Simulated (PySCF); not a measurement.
# SnS⁻ at CAM-B3LYP

Computed with CAM-B3LYP; basis Sn def2-SVPD with ECP28, S def2-SVPD; scalar-relativistic core potentials; PySCF 2.14.

```
state                                                                                                             : ²Π (doublet), unpaired electrons π ↑
bond length                                                                                                       : 2.332 Å
harmonic wavenumber                                                                                               : 410 cm⁻¹
force constant                                                                                                    : 2.50 mdyn/Å
rotational constant Be                                                                                            : 0.1228 cm⁻¹
anharmonicity ωexe                                                                                                : 1.06 cm⁻¹
vibration–rotation constant αe                                                                                    : 0.000457 cm⁻¹
well depth De to Sn + S⁻                                                                                          : 78.4 kcal/mol
dissociation energy D0                                                                                            : 77.8 kcal/mol
bond order (Mayer)                                                                                                : 1.59
dipole moment (positive dipole points towards S; it is taken about the centre of mass and depends on that origin) : -4.60 D
```

Spin–orbit coupling is left out, which matters for elements this heavy, above all for dissociation energies. For an ion De counts to the pair picked by the measured ionisation energies or electron affinities, which need not be the lowest pair at this level. The state was picked by a PBE0 search and need not be the measured ground state.
